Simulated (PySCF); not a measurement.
Species: C₂H₄F₄PSi (doublet state).
Structure used (GFN2-xTB), in Å, numbered top down from 1:
```xyz
12
C2H4F4PSi angstrom
F      0.043    2.722    0.002
C     -0.716    1.587    0.178
Si     0.181    0.097   -0.681
P      2.192   -0.310    0.221
C     -0.937   -1.399   -0.038
F     -0.506   -2.590   -0.491
F     -0.926   -1.481    1.311
F     -2.229   -1.293   -0.398
H     -0.799    1.433    1.261
H     -1.707    1.803   -0.230
H      2.560   -1.280   -0.705
H      2.846    0.711   -0.456
```

The hyperfine couplings belong to this conformer and change with its torsions.

Identity: `FC[Si](P)C(F)(F)F` [radical].

Method used: UKS B3LYP, pcH-1 on C F H P Si, non-relativistic, mean-field spin-orbit, GIAO (PySCF). The structure is a single GFN2-xTB conformer in the gas phase; no vibrational or solvent corrections. A GFN2-xTB geometry isn't a minimum of the functional, and hyperfine couplings can be far from their values at a DFT geometry, by a factor of two or more for some ions and for spin on atoms past the first row. No stability test was run, so a lower SCF solution isn't excluded.

Problem. Where do the isotropic ENDOR lines of F6/F7/F8, F1, H9/H10, H11/H12 and P4 fall at 1215.7 mT, to first order?

Solution. ν± = |νn ± a/2|, one line for each electron-spin manifold; νn = |g_N| × 7.62259 MHz/T × B.

```json
{"nuclei": "F6/F7/F8", "isotope": "19F", "g_N": "5.2577", "νn (MHz)": "48.72", "a_iso (MHz)": "19.99", "lower line (MHz)": "38.73", "upper line (MHz)": "58.72"}
{"nuclei": "F1", "isotope": "19F", "g_N": "5.2577", "νn (MHz)": "48.72", "a_iso (MHz)": "3.45", "lower line (MHz)": "47.00", "upper line (MHz)": "50.45"}
{"nuclei": "H9/H10", "isotope": "1H", "g_N": "5.5857", "νn (MHz)": "51.76", "a_iso (MHz)": "24.81", "lower line (MHz)": "39.36", "upper line (MHz)": "64.16"}
{"nuclei": "H11/H12", "isotope": "1H", "g_N": "5.5857", "νn (MHz)": "51.76", "a_iso (MHz)": "15.39", "lower line (MHz)": "44.07", "upper line (MHz)": "59.46"}
{"nuclei": "P4", "isotope": "31P", "g_N": "2.2632", "νn (MHz)": "20.97", "a_iso (MHz)": "-3.55", "lower line (MHz)": "19.20", "upper line (MHz)": "22.75"}
```

Problem. Which pairs are centred on the nuclear Larmor frequency, and which on half the coupling?

Solution. Centred on νn, since |a| < 2νn: F6/F7/F8, F1, H9/H10, H11/H12 and P4. No pair has |a| > 2νn.

Means are taken over nuclei equivalent by connectivity, which assumes that they swap fast. The three 19F nuclei of mean +20.0 MHz run from -6.2 to 72.3 MHz in the frozen geometry. The 1H value of +24.8 MHz is a mean of couplings from 0.0 to 49.6 MHz in this one geometry, not an average over conformers.

Largest spin populations (Mulliken): Si3 (+0.78) and P4 (+0.15). The angles at Si3 add up to 316.0°, so it is pyramidal.
